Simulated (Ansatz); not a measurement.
`[CH3][Sn][Cl]` and `[Cl][Sn][Cl]` differ in one atom or group.

Ansatz, PBE0-D4/def2-TZVP geometries, multiplicity 1. 

Elements past krypton have def2 core potentials.

```json
{"property": "size of the dipole moment (ωB97M-V/def2-TZVPP) / D", "`[CH3][Sn][Cl]`": "2.93"}
{"property": "size of the dipole moment (PBE/def2-TZVPP) / D", "`[CH3][Sn][Cl]`": "2.69"}
{"property": "zero-point energy (PBE0-D4/def2-TZVP) / kJ/mol", "`[CH3][Sn][Cl]`": "93.7"}
{"property": "LUMO energy (PBE/def2-TZVPP) / eV", "`[CH3][Sn][Cl]`": "-3.42"}
{"property": "size of the dipole moment (B3LYP/def2-TZVPP) / D", "`[CH3][Sn][Cl]`": "2.87"}
{"property": "LUMO energy (B3LYP/def2-TZVPP) / eV", "`[CH3][Sn][Cl]`": "-2.97"}
```

Q: What does the change do to each property? (An estimate is asked.)

A: Computed: 
| property | `[Cl][Sn][Cl]` | shift |
| --- | --- | --- |
| size of the dipole moment (ωB97M-V/def2-TZVPP) / D | 3.29 | 0.36 |
| size of the dipole moment (PBE/def2-TZVPP) / D | 3.05 | 0.36 |
| zero-point energy (PBE0-D4/def2-TZVP) / kJ/mol | 4.9 | -88.8 |
| LUMO energy (PBE/def2-TZVPP) / eV | -3.76 | -0.34 |
| size of the dipole moment (B3LYP/def2-TZVPP) / D | 3.28 | 0.41 |
| LUMO energy (B3LYP/def2-TZVPP) / eV | -3.34 | -0.37 |

With PBE0 the HOMO falls by 1.34 eV and the LUMO falls by 0.40 eV, so the gap widens by about 0.94 eV. PBE moves the HOMO by -1.30 eV and ωB97M-V by -1.32 eV. The zero-point energy changes by -88.8 kJ/mol with -9 modes. Dipoles are sizes alone; their direction can turn.

B3LYP here is the variant with VWN-RPA as its local correlation; programs differ in this.
